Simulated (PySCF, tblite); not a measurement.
Isomers of C6H12N2SSi, one GFN2-xTB conformer each. Single-point energies are computed at PBE0/pcSseg-1 (PySCF, gas phase, no added dispersion term), electronic only.

| SMILES | GFN2-xTB relative energy (kJ/mol) |
| --- | --- |
| Cc1snnc1[Si](C)(C)C | 0.0 |
| CN[Si@@]1(C#N)CC[C@@H]1SC | 85.0 |

Conformers: `[CH3:1][NH:2][Si@@:3]1([C:4]#[N:5])[CH2:6][CH2:7][C@@H:8]1[S:9][CH3:10]` with C1–N2–Si3–C4 -41°, C7–C8–S9–C10 73°, N2–Si3–C6–C7 121°, Si3–C6–C7–C8 -11°, C6–C7–C8–S9 132°, N2–Si3–C8–C7 -136°.

**Question.** What does PBE0/pcSseg-1 give for the same structures?

**Answer.** 
| SMILES | PBE0/pcSseg-1 E (Eh) | PBE0/pcSseg-1 (kJ/mol) | GFN2-xTB (kJ/mol) | point group |
| --- | --- | --- | --- | --- |
| Cc1snnc1[Si](C)(C)C | -1032.31314 | 0.0 | 0.0 | C1 |
| CN[Si@@]1(C#N)CC[C@@H]1SC | -1032.30785 | 13.9 | 85.0 | C1 |

Both levels put the same isomer lowest. As drawn, the lower has an aromatic ring and an N–N linkage, which the higher lacks; the higher has a four-membered ring, a C≡N group and an N–H bond, which the lower lacks.

**Question.** Which frontier levels, dipoles and rotational constants go with these structures?

**Answer.** 
```tsv
SMILES	HOMO (eV, PBE0/pcSseg-1)	LUMO (eV)	dipole (D)	A, B, C (MHz)
Cc1snnc1[Si](C)(C)C	-7.12	-1.31	4.08	1592, 683.7, 569.6
CN[Si@@]1(C#N)CC[C@@H]1SC	-6.31	-0.60	5.61	1432, 604.5, 564.3
```

**Question.** What happens when harmonic zero-point energies from GFN2-xTB frequencies are added?

**Answer.** 
```csv
SMILES,ZPE (kJ/mol),electronic (kJ/mol),with ZPE (kJ/mol)
Cc1snnc1[Si](C)(C)C,447.5,0.0,0.0
CN[Si@@]1(C#N)CC[C@@H]1SC,451.9,13.9,18.3
```

The zero-point energies span 4.4 kJ/mol. The order is unchanged.

**Question.** As an exercise, what shares would exp(−E/RT) give at 2000 K from these electronic energies alone (no entropy, no degeneracies)?

**Answer.** RT = 16.629 kJ/mol: Cc1snnc1[Si](C)(C)C 69.8 %, CN[Si@@]1(C#N)CC[C@@H]1SC 30.2 %.
